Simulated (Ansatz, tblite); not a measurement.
Isomers of Cu₂Br₄ (singlet), found by a short tight-binding search and relaxed with r2SCAN-D4/def2-SVP in Ansatz.

The xTB rows come from tblite. B3LYP takes the VWN-RPA correlation.

A: This restricted singlet of an open-shell metal (gap down to 0.24 eV) wasn't tested against broken symmetry. B: A triplet lies near this restricted singlet, and broken spin symmetry wasn't tried.

Other spin states weren't relaxed.

A:

```xyz
6

Cu    1.3481    0.3452    0.3694
Cu   -1.1752   -0.4755    0.6824
Br   -2.9824   -0.7874   -0.6796
Br    2.6441    1.0427   -1.3777
Br   -0.2367    0.1787   -1.4396
Br    0.4021   -0.3037    2.4451
```

B:

```xyz
6

Cu   -0.615    0.119   -1.166
Cu    0.616   -0.123    1.165
Br   -1.636   -0.611    0.833
Br    1.635    0.615   -0.832
Br    2.313   -0.040    2.637
Br   -2.313    0.039   -2.637
```

Q: Estimate which lies lowest at each level, and how far above it the others are (kJ/mol).

A: 
```
              level     A     B
           GFN1-xTB  48.0   0.0
           GFN2-xTB  40.2   0.0
   PBE-D4/def2-TZVP  23.8   0.0
r2SCAN-D4/def2-TZVP  37.7   0.0
 B3LYP-D4/def2-TZVP  13.0   0.0
  PBE0-D4/def2-TZVP   7.4   0.0
 BHLYP-D4/def2-TZVP   0.0  18.9
```
Point groups (tolerance 0.1 Å): A C2v, B C2h. A and B have the same bonds, so they are conformers or stereoisomers. Lower isomers may exist.
